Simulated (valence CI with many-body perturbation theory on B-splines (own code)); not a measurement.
Results of a calculation; reference values are marked as such.
# Energy levels of Gd³²⁺

Level of theory: relativistic CI+MBPT: four valence electrons over a frozen Dirac-Fock core [Ar] 3d10, a basis of 11 s, 11 p, 9 d, 7 f, 5 g, 2 h, 1 i functions for each j, with the one-electron correlation potential Σ1, the two-electron term Σ2, the three-electron term Σ3, Breit, model QED; selected CI, second order for the rest (own B-spline code, finite nucleus).

The last digits are not significant, and no measured levels were compared; by estimate large intervals hold to a few tenths of a per cent, small ones and those within an open d or f shell to about a per cent.

Levels 1 to 45 of 67, with energies above the lowest level, (4s^2 4p1/2^2) J=0. "Leading %" is the weight of the configuration and term that name the level; weights of strongly mixed levels are sums over their largest components and can fall short. In the jj column 3d3/2^4 stands for four electrons in 3d with j = 3/2.

```
No.  Configuration  Term  J  E (cm⁻¹)  Leading %      g    Second component                   Leading jj
  1        4s2 4p2    3P  0         0         72            27 % 4s2 4p2 1S          4s^2 4p1/2^2 (99 %)
  2        4s2 4p2    3P  1    322690         99  1.498                          4s^2 4p1/2 4p3/2 (99 %)
  3        4s2 4p2    1D  2    350080         60  1.192     39 % 4s2 4p2 3P      4s^2 4p1/2 4p3/2 (98 %)
  4        4s2 4p2    3P  2    693420         60  1.303     38 % 4s2 4p2 1D          4s^2 4p3/2^2 (98 %)
  5        4s2 4p2    1S  0    754320         72            27 % 4s2 4p2 3P          4s^2 4p3/2^2 (98 %)
  6         4s 4p3   5S°  2    899970         41  1.633     40 % 4s 4p3 3P°      4s 4p1/2^2 4p3/2 (93 %)
  7         4s 4p3   3D°  1    994660         43  0.997     22 % 4s 4p3 3P°      4s 4p1/2^2 4p3/2 (90 %)
  8         4s 4p3   3D°  2   1196200         46  1.519     41 % 4s 4p3 5S°      4s 4p1/2 4p3/2^2 (90 %)
  9         4s 4p3   3D°  3   1250400         90  1.324   7 % 4s2 4p 4d 3D°      4s 4p1/2 4p3/2^2 (90 %)
 10      4s2 4p 4d   3F°  2   1266600         54  0.853  23 % 4s2 4p 4d 1D°      4s^2 4p1/2 4d3/2 (80 %)
 11         4s 4p3   3P°  0   1308100         96                                 4s 4p1/2 4p3/2^2 (96 %)
 12         4s 4p3   3P°  1   1330900         32  1.247     26 % 4s 4p3 3S°      4s 4p1/2 4p3/2^2 (77 %)
 13         4s 4p3   3P°  1   1370400         32  1.349     32 % 4s 4p3 1P°      4s 4p1/2 4p3/2^2 (77 %)
 14         4s 4p3   1D°  2   1373000         42  0.986  29 % 4s2 4p 4d 3F°      4s 4p1/2 4p3/2^2 (63 %)
 15      4s2 4p 4d   3D°  1   1424600         32  0.940  21 % 4s2 4p 4d 1P°      4s^2 4p1/2 4d3/2 (68 %)
 16      4s2 4p 4d   3F°  3   1425900         67  1.114  14 % 4s2 4p 4d 1F°      4s^2 4p1/2 4d5/2 (86 %)
 17      4s2 4p 4d   3P°  2   1443000         41  1.295  27 % 4s2 4p 4d 3D°      4s^2 4p1/2 4d5/2 (83 %)
 18         4s 4p3   3P°  2   1617500         38  1.373     17 % 4s 4p3 1D°            4s 4p3/2^3 (72 %)
 19      4s2 4p 4d   3P°  1   1688500         30  1.176  25 % 4s2 4p 4d 3D°      4s^2 4p3/2 4d3/2 (61 %)
 20      4s2 4p 4d   3D°  2   1705200         45  1.026  33 % 4s2 4p 4d 1D°      4s^2 4p3/2 4d3/2 (84 %)
 21      4s2 4p 4d   3F°  4   1715000         99  1.248                          4s^2 4p3/2 4d5/2 (99 %)
 22      4s2 4p 4d   3P°  0   1718700         95                                 4s^2 4p3/2 4d3/2 (95 %)
 23      4s2 4p 4d   3D°  3   1723800         39  1.163  31 % 4s2 4p 4d 3F°      4s^2 4p3/2 4d3/2 (80 %)
 24      4s2 4p 4d   3P°  1   1777200         39  1.304     16 % 4s 4p3 1P°            4s 4p3/2^3 (49 %)
 25      4s2 4p 4d   3P°  2   1805700         37  1.294  20 % 4s2 4p 4d 1D°      4s^2 4p3/2 4d5/2 (68 %)
 26      4s2 4p 4d   1F°  3   1842300         57  1.138  40 % 4s2 4p 4d 3D°      4s^2 4p3/2 4d5/2 (84 %)
 27      4s 4p2 4d    5F  1   1863000         54  0.363   27 % 4s 4p2 4d 3D      4s 4p1/2^2 4d3/2 (92 %)
 28      4s 4p2 4d    5F  2   1870000         20  1.226   15 % 4s 4p2 4d 3P      4s 4p1/2^2 4d3/2 (71 %)
 29      4s2 4p 4d   1P°  1   1879000         62  0.968  14 % 4s2 4p 4d 3D°      4s^2 4p3/2 4d5/2 (75 %)
 30            4p4    3P  2   1928600         37  1.259   17 % 4s 4p2 4d 5F       4p1/2^2 4p3/2^2 (54 %)
 31      4s 4p2 4d    5D  3   1970300         28  1.374   23 % 4s 4p2 4d 5F      4s 4p1/2^2 4d5/2 (87 %)
 32            4p4    1S  0   1996200         50                36 % 4p4 3P       4p1/2^2 4p3/2^2 (86 %)
 33      4s 4p2 4d    3F  2   2064100         40  0.965   18 % 4s 4p2 4d 1D      4s 4p1/2^2 4d5/2 (60 %)
 34      4s 4p2 4d    5D  1   2141500         56  1.224   18 % 4s 4p2 4d 5F  4s 4p1/2 4p3/2 4d3/2 (93 %)
 35      4s 4p2 4d    5D  0   2142500         88          11 % 4s 4p2 4d 3P  4s 4p1/2 4p3/2 4d3/2 (95 %)
 36      4s 4p2 4d    5F  2   2147800         42  1.154   20 % 4s 4p2 4d 5D  4s 4p1/2 4p3/2 4d3/2 (91 %)
 37      4s 4p2 4d    5F  3   2159400         49  1.183   30 % 4s 4p2 4d 3F  4s 4p1/2 4p3/2 4d3/2 (88 %)
 38      4s 4p2 4d    5F  4   2193700         61  1.256   22 % 4s 4p2 4d 3G  4s 4p1/2 4p3/2 4d3/2 (59 %)
 39      4s 4p2 4d    5D  4   2211300         55  1.382   30 % 4s 4p2 4d 3F  4s 4p1/2 4p3/2 4d5/2 (78 %)
 40            4p4    1D  2   2233900         24  1.020   18 % 4s 4p2 4d 3F  4s 4p1/2 4p3/2 4d3/2 (49 %)
 41            4p4    3P  1   2235600         54  1.438   24 % 4s 4p2 4d 3P         4p1/2 4p3/2^3 (54 %)
 42      4s 4p2 4d    3F  2   2249000         37  1.101   22 % 4s 4p2 4d 5D  4s 4p1/2 4p3/2 4d5/2 (64 %)
 43      4s 4p2 4d    5P  3   2256200         47  1.419   16 % 4s 4p2 4d 3F  4s 4p1/2 4p3/2 4d3/2 (49 %)
 44      4s 4p2 4d    5F  5   2264700         54  1.306   45 % 4s 4p2 4d 3G  4s 4p1/2 4p3/2 4d5/2 (94 %)
 45      4s 4p2 4d    3G  3   2273000         54  0.871   20 % 4s 4p2 4d 1F  4s 4p1/2 4p3/2 4d3/2 (86 %)
```

The ionisation energy to 4s2 4p 2P°_1/2 of the next ion comes out as 1322 eV (NIST: 1321 ± 4 eV (theoretical)). All 67 levels together are meant to be complete up to 2539300 cm⁻¹.
